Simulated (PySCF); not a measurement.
# Hartree-Fock beside MP2: BFH3OSi anion

Calculated results; nothing here was measured. The program is PySCF 2.14.0, an open-source quantum chemistry code, run on an isolated molecule that a program drew, which may never have been made. The molecule is BFH3OSi anion (charge -1, singlet), drawn as the SMILES string `[O-]B[SiH2]F`.

The geometry was optimised and harmonic frequencies were computed with HF and MP2, all in the aug-cc-pV(D+d)Z basis, for the commonest isotopes, with a restricted reference for singlets and an unrestricted one otherwise, and a frozen core in MP2. Each result is a local minimum of its method.

Geometry at the HF minimum:
```xyz
7
BFH3OSi anion, angstrom
O     1.7366   -3.1156    2.3370
B     0.6897   -2.3969    2.3118
Si   -0.2622   -2.2921    0.4434
F    -1.6332   -1.3669    0.3123
H     0.1881   -1.7670    3.2636
H     0.5994   -1.7493   -0.6607
H    -0.7168   -3.6187   -0.0951
```

Lengths of the bonds as drawn, in Å (atoms numbered as above):
```
  bond     HF    MP2
 O1-B2  1.270  1.313
B2-Si3  2.099  2.058
Si3-F4  1.659  1.703
 B2-H5  1.247  1.243
Si3-H6  1.502  1.503
Si3-H7  1.502  1.503
```

Rotational constants, in GHz:
```
constant     HF    MP2
       A  21.71  23.04
       B  2.665  2.677
       C  2.438  2.464
```

Harmonic frequencies in cm^-1, each column in rising order, so a row needn't be the same motion in every method:
```
rank,HF,MP2
1,69,103
2,124,104
3,285,?
4,421,422
5,613,626
6,775,715
7,794,755
8,861,782
9,934,891
10,1035,972
11,1128,1053
12,1599,1403
13,2160,2147
14,2186,2158
15,2286,2315
```

**Estimate the missing MP2 frequency from the HF column.**

A single factor s that minimises the squared misfit of MP2 against s times HF over the other rows is sum(HF x MP2) / sum(HF^2) = 0.9711, with an rms misfit of 57 cm^-1. For rank 3 it gives 0.9711 x 285 = 277 cm^-1. The calculation gives 250 cm^-1, 27 cm^-1 below the estimate. The drawn bonds are on average 0.6 % longer in MP2 than in HF.
